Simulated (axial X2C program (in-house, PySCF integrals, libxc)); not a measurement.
# Low determinants of CoB⁺ at the PBE0 level, with spin–orbit coupling

Calculated with an axial X2C code built on PySCF integrals. Two-component (2c) means X2C with spin–orbit coupling and atomic mean-field two-electron Coulomb and Gaunt terms. Basis: Co dyall-cv3z [9s10p6d3f2g], B dyall-v3z [7s6p2d1f] (cores contracted in-house); Gaussian nuclei, density fitting, unrestricted open shells. Masses: Co 58.933 u, B 11.009 u.

Search at 1.755 Å (vertical energies from the lowest determinant):

| ΔE (eV) | state | electrons beyond evenly filled partner blocks | electrons in ±ω = 1/2, 3/2, 5/2, 7/2 |
| --- | --- | --- | --- |
| 0.00 | Ω = 7/2 | 2 × ω = 1/2, ω = 5/2 | 22 8 1 0 |
| 0.12 | Ω = 1/2 | 2 × ω = -1/2, ω = 3/2 | 22 7 2 0 |
| 0.43 | Ω = 3/2 | ω = 1/2, ω = -3/2, ω = 5/2 | 23 7 1 0 |
| 0.61 | Ω = 9/2 | ω = 1/2, ω = 3/2, ω = 5/2 | 23 7 1 0 |
| 0.76 | Ω = 7/2 | ω = -1/2, ω = 3/2, ω = 5/2 | 23 7 1 0 |
| 0.78 | Ω = 3/2 | ω = 3/2 | 22 7 2 0 |
| 0.92 | Ω = 5/2 | 2 × ω = 1/2, ω = 3/2 | 22 7 2 0 |

Lowest determinant, Ω = 7/2 (⟨Sz⟩ = 1.50, ⟨Lz⟩ = 2.00 at PBE0): Re = 1.902 Å, ωe = 571.4 cm⁻¹.

The determinant in row 2 of the search, Ω = 1/2 (⟨Sz⟩ = -1.50, ⟨Lz⟩ = 2.00 at PBE0), was followed along the bond at PBE0; measured from the minimum of the lowest determinant it gives:

Te = 0.120 eV (967 cm⁻¹), Re = 1.903 Å, ωe = 570.3 cm⁻¹.

Compare the bond of the determinant in row 2 with that of the lowest one.

At PBE0 its Re is 0.001 Å longer and its force constant, which goes as ωe², is 1.00 times that of the lowest determinant. T0 ≈ Te + Δωe/2 = 967 + (-1) = 966 cm⁻¹.

The search compares states at one distance, so a state with another bond length can lie lower; it is not exhaustive and yields mostly the lowest determinant of each block pattern, so other components and higher states of one pattern are missing. These are energies of single determinants, not of spin-adapted states; PBE0 term energies can be off by some tenths of an eV, and the functional has no current term. The lowest determinant need not be the ground state where others lie within half an eV.
